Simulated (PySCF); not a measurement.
Two species compared at the same levels of theory.

First species: C8H16N2.
InChI=1S/C8H16N2/c1-5-7-10(8(3)4)9-6-2/h5-6,8H,1,7H2,2-4H3/b9-6+

Second species: C₈H₁₆N₂.
Geometry (GFN2-xTB, Å), atoms numbered from 1 in this order:
```xyz
26
C8H16N2 angstrom
C      3.0102    1.1220    0.3982
C      2.8702    0.1228   -0.7092
N      1.8648   -0.6040   -0.9487
N      0.8083   -0.7826   -0.2222
C     -0.3538   -0.2990   -0.3510
C     -0.7041    0.8056   -1.3182
C     -0.7401    2.1646   -0.6169
C     -1.4615   -0.8744    0.4960
C     -0.9642   -1.2364    1.8936
C     -2.0345   -2.1112   -0.2034
H      3.9419    0.9574    0.9371
H      3.0344    2.1338   -0.0086
H      2.1763    1.0358    1.0925
H      3.7068    0.0029   -1.3848
H     -1.6807    0.5998   -1.7623
H      0.0419    0.8282   -2.1170
H     -1.4768    2.1637    0.1838
H     -0.9994    2.9495   -1.3242
H      0.2322    2.3963   -0.1877
H     -2.2549   -0.1239    0.5799
H     -0.5869   -0.3530    2.4037
H     -1.7715   -1.6608    2.4862
H     -0.1595   -1.9624    1.8212
H     -2.8580   -2.5249    0.3742
H     -1.2613   -2.8685   -0.3033
H     -2.4010   -1.8590   -1.1960
```

Levels: PBE0/pcSseg-1 for dipole moment, HOMO energy, LUMO energy and HOMO–LUMO gap; GFN2-xTB for rotational constant A and rotational constant C. Geometries: GFN2-xTB. Each structure is a single optimised conformer of the isolated species, non-relativistic unless stated. Electronic properties by PySCF.

Dipoles, sizes and rotational constants follow the conformer. The torsions of the flexible species, by atom-mapped SMILES:
- `[CH2:1]=[CH:2][CH2:3][N:4](/[N:5]=[CH:6]/[CH3:7])[CH:8]([CH3:9])[CH3:10]`: C1–C2–C3–N4 122°, C2–C3–N4–N5 79°, C3–N4–N5–C6 9°, C3–N4–C8–C9 -145°
- `[CH3:1]/[CH:2]=[N:3]\[N:4]=[C:5](/[CH2:6][CH3:7])[CH:8]([CH3:9])[CH3:10]`: C2–N3–N4–C5 103°, N4–C5–C6–C7 -98°, N4–C5–C8–C9 37°

```csv
property,column X,column Y
dipole moment,1.38 D,2.16 D
HOMO energy,-5.68 eV,-6.46 eV
LUMO energy,0.18 eV,0.11 eV
HOMO–LUMO gap,5.86 eV,6.57 eV
rotational constant A,1.395 GHz,1.729 GHz
rotational constant C,0.707 GHz,0.742 GHz
```

(1) Which column belongs to which species?

(2) How does each property change from the first species to the second?

Answers

(1) Column X is the first species and column Y the second. The first has 26 atoms and 78 electrons, the second 26 and 78.

(2) dipole moment +0.78 D; HOMO energy -0.78 eV; LUMO energy -0.07 eV; HOMO–LUMO gap +0.71 eV; rotational constant A +0.334 GHz; rotational constant C +0.035 GHz.

On the first: The dipole matches unit charges of opposite sign 0.29 Å apart (1 e·Å = 4.8032 D). A dipole of 1.38 D is allowed in C1, and pure rotational transitions are dipole-allowed.

On the second: A dipole of 2.16 D is allowed in C1, and pure rotational transitions are dipole-allowed. The dipole equals about 7.2 × 10⁻³⁰ C·m (1 D = 3.33564 × 10⁻³⁰ C·m).
